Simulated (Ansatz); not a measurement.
Consider the substitution at a C–C bond: `CC(C)[O][Zn][Cl]` + `N=C=CO` → `COC=C=N` + `CC[O][Zn][Cl]`.

Gas-phase electronic energies from Ansatz, PBE0-D4/def2-TZVP geometries. CCSD(T)/CBS adds triple-zeta CCSD(T) − MP2 to the extrapolated MP2 energy (def2 sets, frozen cores). Functionals use def2-TZVPP. B3LYP here is the variant with VWN-RPA as its local correlation; programs differ in this. For Zn outer-core shells are correlated without core-valence functions, which leaves a few kJ/mol of doubt a bond. Scalar relativity is left out up to krypton. Each species was taken in one conformer, which may not be the lowest.

```
           level  ΔE (kJ/mol)  difference from CCSD(T)/CBS
          PBE-D4         63.0                         -2.0
       r2SCAN-D4         64.6                         -0.4
        B3LYP-D4         56.2                         -8.8
      r2SCANh-D4         64.3                         -0.7
        BHLYP-D4         54.8                        -10.2
    CAM-B3LYP-D4         55.1                         -9.9
        PBE-QIDH         62.7                         -2.3
             PBE         58.6                         -6.4
            PBE0         59.1                         -5.9
         r2SCANh         63.1                         -1.9
         r2SCAN0         62.6                         -2.4
       CAM-B3LYP         51.2                        -13.8
         LC-ωPBE         58.6                         -6.4
CCSD(T)/def2-SVP         60.6                         -4.4
   HF/def2-TZVPP         40.7                        -24.3
   MP2/CBS(def2)         68.3                          3.3
     CCSD(T)/CBS         65.0                            0
```

Largest T1 diagnostic among the species: 0.015.

The D4 term adds +7.1 kJ/mol with B3LYP and +3.8 kJ/mol with PBE0; it sums over pairs of atoms, weighted by their polarisabilities, and B3LYP, whose exchange is more repulsive, gets the larger term. Leaving LDA and LC-ωPBE aside and taking each functional with its dispersion term where it has one, the values spread over 9.8 kJ/mol, from BHLYP-D4 to r2SCAN-D4. LDA lies +11.4 kJ/mol from PBE without D4. In def2-TZVPP, CCSD(T) changes the Hartree–Fock value by +21.7 kJ/mol (the triples alone add +3.0 kJ/mol) and MP2 by +25.0 kJ/mol.
